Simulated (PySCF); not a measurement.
SMILES Bc1ccc(C=C)s1, GFN2-xTB optimised geometry.

```
15

B     -1.41    -2.90     0.00
C     -0.46    -1.72     0.00
C      0.92    -1.72     0.00
C      1.51    -0.45     0.00
C      0.58     0.57     0.00
C      0.86     1.98     0.00
C     -0.06     2.94     0.00
S     -1.03    -0.06     0.00
H     -0.97    -3.98     0.00
H     -2.57    -2.72     0.00
H      1.49    -2.63     0.00
H      2.57    -0.27     0.00
H      1.91     2.23     0.00
H     -1.11     2.71     0.00
H      0.21     3.98     0.00
```

Density from PBE0/def2-TZVP in PySCF at that geometry.

Minimum of the electron density along straight lines between bonded atoms, close to the bond critical point (lines longer than 1.1 times the sum of covalent radii, or with two minima, are not listed):

```tsv
bond	length / Å	ρ at the minimum / e bohr⁻³	∇²ρ there / e bohr⁻⁵	position (fraction from the first atom)
B1–C2	1.518	0.193	-0.04	0.33
C2–C3	1.383	0.322	-0.94	0.50
C3–C4	1.394	0.316	-0.93	0.50
C4–C5	1.380	0.323	-0.95	0.48
C5–C6	1.438	0.292	-0.84	0.51
C6–C7	1.330	0.353	-1.09	0.51
C2–S8	1.749	0.206	-0.39	0.46
C5–S8	1.729	0.214	-0.44	0.49
B1–H9	1.170	0.191	-0.32	0.44
B1–H10	1.169	0.191	-0.33	0.44
C3–H11	1.076	0.290	-1.05	0.65
C4–H12	1.076	0.288	-1.04	0.65
C6–H13	1.083	0.286	-1.02	0.65
C7–H14	1.077	0.288	-1.03	0.65
C7–H15	1.076	0.289	-1.04	0.65
```
